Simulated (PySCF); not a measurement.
## Xe: excitation energy

Xe [Xe] (1S) → Xe [Kr] 4d10 5s2 5p5 5d1 (high-spin determinant), as a difference of total energies. Calculation: PySCF 2.14, in aug-cc-pwCVDZ-PP with ECP28MDF (6s5p4d1f, 48 functions); scalar relativity through the core potential. Correlated levels: valence: 4s2 4p6 4d10 frozen. The calculations carry no spin-orbit coupling.

| method | excitation energy (eV) |
| --- | --- |
| UHF | 11.302 |
| MP2 (valence) | 12.064 |
| SCS-MP2 (valence) | 12.005 |
| CCSD (valence) | 11.893 |
| CCSD(T) (valence) | 11.855 |

Q: How much does correlation contribute at CCSD(T) (valence)?

A: 11.855 − (11.302) = 0.553 eV, measured against UHF.

The promoted electron is Rydberg-like, and one or two diffuse shells describe it only roughly, which tends to raise the upper state.

The coupled-cluster amplitudes are large for the upper state (T1 above 0.03 or a double amplitude above 0.15), so a single reference is strained.

The determinant of the upper state mixes LS terms, which raises its energy above the lowest term, most at the Hartree-Fock and MP2 levels.
